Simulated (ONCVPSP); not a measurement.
**Before and after: ONCV potential for indium (In)**

| Property | Result |
| --- | --- |
| Element | In (Z = 49) |
| Generator | ONCVPSP 4.0.1 |
| Type | optimised norm-conserving Vanderbilt (ONCV) |
| Functional | PBEsol |
| Relativity | scalar-relativistic |
| Frozen core | [Ar] 3d10 |
| Valence charge | 21 |
| Reference configuration | 4s2 4p6 4d10 5s2 5p1 |
| Partial waves | 4s+5s: rc 1.25 bohr, ncon 4, nbas 8, qcut 7.7 1/bohr, 2 projectors; 4p+5p: rc 1.70 bohr, ncon 5, nbas 9, qcut 8.1 1/bohr, 2 projectors; 4d: rc 1.05 bohr, ncon 4, nbas 8, qcut 10.6 1/bohr, local |
| Local potential | the d channel |
| Core correction | polynomial model core, fcfact 0.4 |

Change: d: nproj 1; local potential polynomial inside 0.85 bohr (lpopt 5, dvloc0 -1 Ha).

Cutoffs: the cutoffs (Ha) at which the residual kinetic energy of the hardest occupied pseudo-wave falls to 1 and 0.1 mHa per electron; they do not see the model core or the augmentation charge, which bear on the density cutoff. Errors are all-electron minus pseudo energies relative to the spin-unpolarised reference configuration.

Question: Predict the effect on cutoff, ghosts and configuration errors.

Answer: The potential gets neither clearly harder nor softer (43 Ha and 101 Ha → 43 Ha and 101 Ha); the errors of the 3 common tests hardly move; the range in which the s phases agree narrows (upper end at the end of the scan → 3.1); neither file shows a bound ghost.

```csv
quantity,base,changed
"cutoff, loose",43 Ha,43 Ha
"cutoff, tight",101 Ha,101 Ha
bound ghosts,none,none
GHOST(+) flags under 300 eV,none,s at 139.4 eV
tests with a reliable result,3 of 4,3 of 4
"error for 4s2 4p6 4d10 5s2 5p0, meV [ΔE 5.36 eV]",-1.2,-1.2
"error for 4s2 4p6 4d10 5s1 5p0, meV [ΔE 24.64 eV]",-5.1,-5.1
"error for 4s1 4p6 4d10 5s2 5p1, meV [ΔE 127.40 eV]",-195,-182
s: phases at 1.27 bohr within 0.05 rad from the reference energy up to (Ha; the scan ends near 5),to the end of the scan,3.1
p: phases at 1.72 bohr within 0.05 rad from the reference energy up to (Ha; the scan ends near 5),to the end of the scan,to the end of the scan
d: phases at 1.07 bohr within 0.05 rad from the reference energy up to (Ha; the scan ends near 5),to the end of the scan,to the end of the scan
"rms error of d²Exc/dni dnj with the model core, mHa",0.92,0.92
```
